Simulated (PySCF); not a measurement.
# `C=C=Cc1ccncc1`, C₈H₇N

Cartesian coordinates in Å; atom numbers follow the order of the lines, from 1:
```xyz
16

C     3.274   -0.255   -0.568
C     2.211    0.328   -0.124
C     1.131    0.909    0.323
C    -0.210    0.349    0.210
C    -0.451   -0.885   -0.398
C    -1.750   -1.350   -0.470
N    -2.794   -0.691    0.009
C    -2.569    0.478    0.586
C    -1.312    1.041    0.713
H     3.854   -0.926    0.045
H     3.638   -0.090   -1.571
H     1.209    1.873    0.812
H     0.369   -1.458   -0.804
H    -1.974   -2.302   -0.934
H    -3.446    0.987    0.964
H    -1.187    2.000    1.194
```

Method: TDDFT B3LYP/def2-SVPD excited states, vertical, gas phase in PySCF. Geometry: GFN2-xTB.

Question: How strongly do the lowest singlets absorb one photon, and two photons of half the energy?

Answer: δ for parallel linear polarisation; σ at the peak of a Lorentzian of half width 0.1 eV, single beam; Ω is circular over linear.
```csv
state,E (eV),f,photon λ (nm),δ (au),σ (GM),Ω,main
S1,4.36,0.002,568,3.14,0.02,1.50,HOMO−1→LUMO 0.98
S2,4.99,0.030,497,51.2,0.47,1.22,"HOMO−2→LUMO 0.63, HOMO→LUMO+1 0.34"
S3,5.05,0.000,491,0.1,0.00,1.50,HOMO−1→LUMO+1 1.00
S4,5.08,0.389,488,80.5,0.76,0.79,HOMO→LUMO 0.93
S5,5.18,0.000,479,<0.1,0.00,–,"HOMO−3→LUMO 0.72, HOMO→LUMO+2 0.25"
```

Among these, the strongest one-photon state is S4, the strongest two-photon state S4, with a dipole change of 1.2 D (relaxed, norm of the difference vector).
